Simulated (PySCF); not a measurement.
Be(Br)(SeH) (BeBrHSe), SMILES [SeH][Be][Br]. Heavy atoms are numbered as in [Be:1]([Br:2])[SeH:3]. Hydrogens are named by the atom that carries them.

Geometry: B3LYP-D3(BJ)/def2-TZVP. One conformer was computed; it need not be the lowest.

Computed with PBE0/pcSseg-2 in PySCF.

GIAO shieldings, no solvent; atoms alike by connectivity are averaged. δ = σ(ref) − σ: ⁷⁷Se against Me2Se (σ = 1739.2 ppm); ¹H against TMS (σ = 31.54 ppm), references at their B3LYP-D3(BJ)/def2-TZVP geometries, non-relativistic (without spin–orbit terms, shifts of atoms bonded to Cl or Br come out too high).

Computed chemical shifts:
```json
[
 {"nucleus": "⁷⁷Se", "atoms": "Se3 (SeH)", "count": "1", "δ (ppm)": "-525.1"},
 {"nucleus": "¹H", "atoms": "H on Se3", "count": "1", "δ (ppm)": "0.60"}
]
```
